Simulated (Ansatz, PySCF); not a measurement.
H6O3Si2, SMILES O[SiH2][SiH](O)O. Atoms are numbered in the order given.

```xyz
11

O      1.0621     1.6320     0.6047
Si     1.3274     0.3223    -0.4330
Si    -0.6162    -0.8458     0.0900
O     -1.0828    -0.1176     1.5128
O     -1.6721    -0.5986    -1.1776
H      1.7075     2.3460     0.6169
H      1.4518     0.7726    -1.8521
H      2.5982    -0.3858    -0.0807
H     -0.5080    -2.3041     0.3689
H     -0.6911     0.7635     1.6088
H     -2.5384    -1.0144    -1.1086
```
Charge 0, spin multiplicity 1.

The structure is a stationary point at ωB97X-D3(BJ)/def2-SVP. One conformer was computed; it need not be the lowest.

Two levels are set side by side: PBE-D3(BJ)/def2-SVP (Ansatz, a quantum-chemistry and plane-wave program) and ωB97X-D3(BJ)/def2-SVP (PySCF). Each level has its own optimised geometry; the coordinates shown are those of the second. Frequencies come from the Hessian of PySCF at each geometry. Differences are taken from unrounded values.

```
quantity                            ωB97X-D3(BJ)  PBE-D3(BJ)  PBE-D3(BJ) minus ωB97X-D3(BJ)
----------------------------------  ------------  ----------  -----------------------------
mean bond length (Å)                       1.473       1.488                          0.015
bond O1–Si2 (Å)                            1.692       1.709                          0.017
bond Si2–Si3 (Å)                           2.327       2.350                          0.023
bond Si3–O4 (Å)                            1.665       1.680                          0.015
bond Si3–O5 (Å)                            1.668       1.683                          0.015
bond O1–H6 (Å)                             0.963       0.973                          0.010
bond Si2–H7 (Å)                            1.494       1.509                          0.015
bond Si2–H8 (Å)                            1.497       1.511                          0.015
bond Si3–H9 (Å)                            1.489       1.503                          0.014
bond O4–H10 (Å)                            0.969       0.983                          0.014
bond O5–H11 (Å)                            0.963       0.974                          0.011
highest harmonic wavenumber (cm⁻¹)          3930        3757                           -173
mean harmonic wavenumber (cm⁻¹)             1144        1092                            -52
zero-point energy (kcal/mol)               44.16       42.14                          -2.02
```

GGA bonds tend to be longer and softer than those of functionals with exact exchange. Differences between two approximate levels are no errors against the true value.
